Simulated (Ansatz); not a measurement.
F2HInO (`[OH][In]([F])[F]`) at its PBE0-D4/def2-TZVP geometry, where that method's forces vanish. The species carries charge 0 and has multiplicity 1. In: def2 effective core potential.

```xyz
5

O    -1.0854   -0.7963    0.7189
In    0.3673    0.3070    0.0178
F     1.4947    1.4007    1.1256
F     0.7595    0.3598   -1.8759
H    -1.5360   -1.2711    0.0136
```

(1) What forces (eV/Å) does B3LYP-D4/def2-TZVPP give on these atoms in the Gaussian-basis code of Ansatz? (Best estimate.)

Results:

(1) Computed: 
```
O1  -0.218 -0.162  0.130
In2 -0.001  0.001  0.012
F3   0.193  0.187  0.189
F4   0.072  0.014 -0.318
H5  -0.046 -0.040 -0.013
```

B3LYP here is the variant with VWN-RPA as its local correlation; programs differ in this.
